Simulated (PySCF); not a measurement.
Molecule: SMILES CC#CCC(F)(F)F, C5H5F3.

Cartesian coordinates in Å; atom numbers follow the order of the lines, from 1:
```xyz
13

C     2.5781    0.3907    0.8931
C     1.3176    0.1167    0.2451
C     0.2848   -0.1168   -0.3147
C    -0.9970   -0.3844   -0.9416
C    -2.1298   -0.1198    0.0370
F    -3.3286   -0.3642   -0.5232
F    -2.1641    1.1511    0.4599
F    -2.0600   -0.8901    1.1312
H     2.4286    0.4605    1.9697
H     2.9868    1.3325    0.5291
H     3.2864   -0.4099    0.6838
H    -1.1445    0.2639   -1.8097
H    -1.0627   -1.4297   -1.2560
```

Frames of a GFN2-xTB Langevin trajectory at 400 K; GIAO PBE0/pcSseg-1 shieldings in PySCF 2.14.0 with density-fitted response routines, gas phase, non-relativistic; equivalent atoms averaged within each frame.

Referencing at the same level of theory: ¹³C (σref 186.93), ¹H (σref 31.72) against TMS; ¹⁹F (σref 170.95) against CFCl3. The references are static minima.

How do the shifts (ppm) fluctuate along the trajectory?

Answers


| time (fs) | C5 | C2 | C3 | C4 | C1 | F6/F7/F8 | H12/H13 | H9/H10/H11 |
| --- | --- | --- | --- | --- | --- | --- | --- | --- |
| optimised geometry | 134.6 | 88.7 | 74.9 | 29.5 | 4.5 | -80.9 | 3.01 | 2.04 |
| 250 | 136.4 | 91.9 | 75.0 | 34.2 | 8.8 | -79.0 | 3.31 | 2.96 |
| 425 | 139.0 | 89.1 | 77.0 | 32.9 | 7.9 | -67.4 | 3.03 | 2.90 |
| 625 | 132.7 | 88.9 | 75.0 | 28.0 | 3.9 | -63.5 | 4.02 | 2.36 |
| 800 | 132.8 | 92.1 | 76.5 | 33.9 | 9.0 | -62.3 | 3.56 | 2.68 |
| 1000 | 133.0 | 91.3 | 75.7 | 32.3 | -0.1 | -76.3 | 3.34 | 1.47 |
| mean of frames | 134.8 | 90.6 | 75.8 | 32.2 | 5.9 | -69.7 | 3.45 | 2.47 |
| standard deviation | 2.8 | 1.5 | 0.9 | 2.5 | 3.9 | 7.6 | 0.37 | 0.61 |

5 frames give an uncertainty of the mean of about the standard deviation over 2.2 at best, since frames this close in time may not be independent; classical motion lacks zero-point vibration, and the reference would need the same averaging.
